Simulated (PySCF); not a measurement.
Species: C3H8OSi.
Atom-mapped SMILES: `[SiH3:1][CH2:2][C@H:3]1[CH2:4][O:5]1`

Cartesian coordinates in Å at the GFN2-xTB level; atoms count from 1:
```xyz
13
C3H8OSi angstrom
Si     1.8285    0.2146    0.2820
C      0.3690   -0.4017   -0.7739
C     -0.8819   -0.5878    0.0414
C     -1.7853    0.5296    0.3184
O     -2.1235   -0.4753   -0.5954
H      2.9999    0.3457   -0.5839
H      2.0958   -0.7508    1.3494
H      1.4857    1.5095    0.8716
H      0.6215   -1.3510   -1.2496
H      0.1580    0.3038   -1.5790
H     -0.8316   -1.3847    0.7817
H     -2.3666    0.5470    1.2334
H     -1.5740    1.5015   -0.1139
```

Definitions: NICS(0) = −σiso at the ring centroid; NICS(1) = −σiso and NICS(1)zz = −σzz at ±1 Å along the ring normal z. Level: GIAO PBE0/pcSseg-1 (PySCF, non-relativistic, gas phase) on the GFN2-xTB geometry, one conformer.

Ring bond lengths (Å), with Mayer bond orders in brackets: C3–C4 1.463 (1.02), C4–O5 1.400 (0.94), O5–C3 1.400 (0.92).

Problem. Give the NICS values of each ring in ppm.

Solution. 
```
    ring                                             type  NICS(0)  NICS(1), two faces  NICS(1)zz, two faces  rms pucker (Å)  centre to ring atoms, mean (Å)
C3–C4–O5  3-membered ring with O; formal bonds all single    -46.9         -6.0 / -6.2         -22.6 / -19.8            0.00                            0.82
```

Problem. What can be read from them?

Solution. 
- C3–C4–O5: mean NICS(1)zz -21.2 ppm, shielded. C3, C4 have four or more neighbours; no verdict on aromaticity is drawn. NICS(0) lies 41 ppm below the mean NICS(1).

Problem. What is the mean of the two in-plane components of NICS at the second NICS(1) probe listed for ring C3–C4–O5, 1 Å off the ring?

Solution. The isotropic value is a third of the trace: (3 × -6.2 − (-19.8))/2 = 0.6 ppm.

Problem. Give the inner angles of the rings and the Hirshfeld charges of the ring atoms.

Solution. 
- C3–C4–O5: C3 58.5° (+0.023 e), C4 58.5° (-0.023 e), O5 63.0° (-0.167 e); sum 180.0° against 180° for a flat convex ring.

Problem. How shielded are the nuclei of the rings and their hydrogens (means over atoms taken as equivalent)?

Solution. 
| atoms | environment | σ isotropic (ppm) | principal values of the symmetric part, first atom (ppm) |
| --- | --- | --- | --- |
| C3 | sp3 carbon bound to oxygen | 138.7 | 81.7, 148.9, 185.6 |
| C4 | sp3 carbon bound to oxygen | 141.7 | 98.7, 146.3, 180.1 |
| O5 | epoxide oxygen | 305.8 | 138.9, 362.6, 415.9 |
| H11 | methine hydrogen | 29.06 | 22.0, 28.0, 37.2 |
| H12 | methylene hydrogen | 29.20 | 24.0, 26.1, 37.4 |
| H13 | methylene hydrogen | 29.62 | 25.1, 27.8, 35.9 |

The run took 16 s wall on one thread of an Intel Xeon Platinum 8259CL at 2.50 GHz, shared host with 96 logical CPUs at a one-minute load of 32, and the process peaked at 0.63 GiB of memory. This is the whole shielding run at PBE0/pcSseg-1, SCF included.
